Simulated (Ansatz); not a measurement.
`C#[C][Ga]([F])[Cl]` + H₂ → `[F][GaH][Cl]` + `C#C`  (hydrogenolysis of a Ga–C bond)

Calculated with Ansatz (gas phase, PBE0-D4/def2-TZVP geometries, no zero-point term in ΔE). CCSD(T)/CBS is the MP2 limit (def2-TZVPP, def2-QZVPP) plus CCSD(T) − MP2 in def2-TZVPP, frozen cores. This one scheme is used for every species. Functionals use def2-TZVPP. For Ga outer-core shells are correlated without core-valence functions, which leaves a few kJ/mol of doubt a bond. Scalar relativity is left out up to krypton.

**Question.** Is it downhill or uphill in electronic energy at CCSD(T)/CBS, and by how much? (Estimate.)

**Answer.** Ansatz gave: Uphill: ΔE = +0.13 eV.

**Question.** What do these levels give: PBE-D4, ωB97M-V, B2PLYP, CCSD(T)/def2-SVP, HF/def2-TZVPP, MP2/CBS(def2)? (Best estimate.)

**Answer.** The calculation gave: PBE-D4 0.07, ωB97M-V 0.05, B2PLYP 0.08, CCSD(T)/def2-SVP 0.10, HF/def2-TZVPP -0.04, MP2/CBS(def2) 0.20 eV.

Largest T1 diagnostic among the species: 0.014.

In def2-TZVPP, CCSD(T) changes the Hartree–Fock value by +0.20 eV (the triples alone add +0.05 eV) and MP2 by +0.27 eV. Leaving LDA and LC-ωPBE aside and taking each functional with its dispersion term where it has one, the values, not all of them listed here, spread over 0.12 eV, from B97M-V to revPBE-D4. The D4 term adds +0.08 eV with B3LYP and +0.04 eV with PBE0; it sums over pairs of atoms, weighted by their polarisabilities, and B3LYP, whose exchange is more repulsive, gets the larger term.

B3LYP here is the variant with VWN-RPA as its local correlation; programs differ in this.
